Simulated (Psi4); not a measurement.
nickel atom (Ni), triplet; Psi4 with M06-2X/pcseg-1.

Here is a job for Psi4.
```
memory 2 GB

molecule {
0 3
  Ni    0.00000000    0.00000000    0.00000000
}

set basis pcseg-1
set reference uks
set damping_percentage 50

energy('m06-2x')
print_variables()
```

Question: What does Psi4 print? Leave out banner, timings and long lists.

Answer: 
```
   => Loading Basis Set <=

    Name: PCSEG-1
    Role: ORBITAL
    Keyword: BASIS

         ---------------------------------------------------------
                                   SCF
               by Justin Turney, Rob Parrish, Andy Simmonett
                          and Daniel G. A. Smith
                              UKS Reference
         ---------------------------------------------------------

  ==> Geometry <==

    Molecular point group: d2h
    Geometry (in Angstrom), charge = 0, multiplicity = 3:

       Center              X                  Y                   Z               Mass
    ------------   -----------------  -----------------  -----------------  -----------------
         NI           0.000000000000     0.000000000000     0.000000000000    57.935342410000

  Running in d2h symmetry.

  Rotational constants: A = ************  B = ************  C = ************ [cm^-1]
  Rotational constants: A = ************  B = ************  C = ************ [MHz]
  Nuclear repulsion =    0.000000000000000

  Charge       = 0
  Multiplicity = 3
  Electrons    = 28
  Nalpha       = 15
  Nbeta        = 13

  ==> Algorithm <==

  SCF Algorithm Type is DF.
  DIIS enabled.
  MOM disabled.
  Fractional occupation disabled.
  Guess Type is CORE.
  Energy threshold   = 1.00e-06
  Density threshold  = 1.00e-06
  Integral threshold = 1.00e-12

  ==> Primary Basis <==

  Basis Set: PCSEG-1
    Blend: PCSEG-1
    Number of shells: 11
    Number of basis functions: 31
    Number of Cartesian functions: 36
    Spherical Harmonics?: true
    Max angular momentum: 3

  ==> DFT Potential <==

   => LibXC <=

    Version 7.1.2
    S. Lehtola, C. Steigemann, M. J. T. Oliveira, and M. A. L. Marques,  SoftwareX 7, 1–5 (2018) (10.1016/j.softx.2017.11.002)

   => Composite Functional: M06-2X <=

    Hybrid M06-2X Meta-GGA XC Functional  (10.1007/s00214-007-0310-x)
    Y. Zhao and D. G. Truhlar,  Theor. Chem. Acc., 120, 215, 2008

    Deriv               =              1
    GGA                 =           TRUE
    Meta                =           TRUE

    Exchange Hybrid     =           TRUE
    MP2 Hybrid          =          FALSE

   => Exchange Functionals <=

    1.0000   XC_HYB_MGGA_X_M06_2X

   => Exact (HF) Exchange <=

    0.5400               HF

   => Correlation Functionals <=

    1.0000   XC_MGGA_C_M06_2X

   => LibXC Density Thresholds  <==

    XC_MGGA_C_M06_2X:  1.00E-12
    XC_HYB_MGGA_X_M06_2X:  1.00E-15

   => Molecular Quadrature <=

    Radial Scheme          =       TREUTLER
    Pruning Scheme         =           NONE
    Nuclear Scheme         =       TREUTLER

    Blocking Scheme        =         OCTREE
    BS radius alpha        =              1
    Pruning alpha          =              1
    Radial Points          =             75
    Spherical Points       =            302
    Total Points           =          21134
    Total Blocks           =            235
    Max Points             =            256
    Max Functions          =             31
    Weights Tolerance      =       1.00E-15

   => Loading Basis Set <=

    Name: (PCSEG-1 AUX)
    Role: JKFIT
    Keyword: DF_BASIS_SCF

  ==> Integral Setup <==

  SCF_SUBTYPE=INCORE selected. In-core MEM_DF algorithm will be used.
  Using in-core AOs.

  ==> MemDFJK: Density-Fitted J/K Matrices <==

    J tasked:                   Yes
    K tasked:                   Yes
    wK tasked:                   No
    Algorithm:                 Core
    Schwarz Cutoff:           1E-12
    Mask sparsity (%):       0.0000
    Fitting Condition:        1E-10

   => Auxiliary Basis Set <=

  Basis Set: (PCSEG-1 AUX)
    Blend: DEF2-UNIVERSAL-JKFIT
    Number of shells: 58
    Number of basis functions: 264
    Number of Cartesian functions: 377
    Spherical Harmonics?: true
    Max angular momentum: 6

  Minimum eigenvalue in the overlap matrix is 1.3873908803E-01.
  Reciprocal condition number of the overlap matrix is 6.3915739218E-02.
    Using symmetric orthogonalization.

  ==> Pre-Iterations <==

  SCF Guess: Core (One-Electron) Hamiltonian.

   -------------------------------------------------------
    Irrep   Nso     Nmo     Nalpha   Nbeta   Ndocc  Nsocc
   -------------------------------------------------------
     Ag         9       9       5       4       4       1
     B1g        2       2       1       1       1       0
     B2g        2       2       1       1       1       0
     B3g        2       2       1       1       1       0
     Au         1       1       0       0       0       0
     B1u        5       5       2       2       2       0
     B2u        5       5       3       2       2       1
     B3u        5       5       2       2       2       0
   -------------------------------------------------------
    Total      31      31      15      13      13       2
   -------------------------------------------------------

  ==> Iterations <==

                           Total Energy        Delta E     RMS |[F,P]|

    Occupation by irrep:
             Ag   B1g   B2g   B3g    Au   B1u   B2u   B3u
    DOCC [     4,    0,    0,    0,    0,    3,    3,    3 ]
    SOCC [     2,    0,    0,    0,    0,    0,    0,    0 ]
    NA   [     6,    0,    0,    0,    0,    3,    3,    3 ]
    NB   [     4,    0,    0,    0,    0,    3,    3,    3 ]

   @DF-UKS iter   1: -1498.80055034845350   -1.49880e+03   1.50370e-01 ADIIS
    Occupation by irrep:
             Ag   B1g   B2g   B3g    Au   B1u   B2u   B3u
    DOCC [     4,    1,    1,    1,    0,    2,    2,    2 ]
    SOCC [     2,    0,    0,    0,    0,    0,    0,    0 ]
    NA   [     6,    1,    1,    1,    0,    2,    2,    2 ]
    NB   [     4,    1,    1,    1,    0,    2,    2,    2 ]

   @DF-UKS iter   2: -1490.95642970681865    7.84412e+00   1.86297e-01 ADIIS/DAMP=50%

Traceback (most recent call last):
  File "psi4", line 375, in <module>
  File "<string>", line 23, in <module>
  File "site-packages/psi4/driver/driver.py", line 533, in energy
  File "site-packages/psi4/driver/procrouting/proc.py", line 2760, in run_scf
  File "site-packages/psi4/driver/procrouting/proc.py", line 2047, in scf_helper
  File "site-packages/psi4/driver/procrouting/scf_proc/scf_iterator.py", line 86, in scf_compute_energy
  File "site-packages/psi4/driver/procrouting/scf_proc/scf_iterator.py", line 501, in scf_iterate
  File "site-packages/psi4/driver/procrouting/scf_proc/subclass_methods.py", line 121, in _UHF_diis
  File "site-packages/psi4/driver/procrouting/diis.py", line 409, in extrapolate
  File "site-packages/psi4/driver/procrouting/diis.py", line 290, in adiis_coefficients

Exception: ADIIS minimization failed. File a bug, and include your entire input and output files.

Printing out the relevant lines from the Psithon --> Python processed input file:
    """)
    core.IO.set_default_namespace("")
    core.set_global_option("BASIS", "pcseg-1")
    core.set_global_option("REFERENCE", "uks")
    core.set_global_option("DAMPING_PERCENTAGE", 50)
--> energy('m06-2x')
    print_variables()

!----------------------------------------------------------------------------------!
!                                                                                  !
!  ADIIS minimization failed. File a bug, and include your entire input and output !
!     files.                                                                       !
!                                                                                  !
!----------------------------------------------------------------------------------!
```

The run crashed.
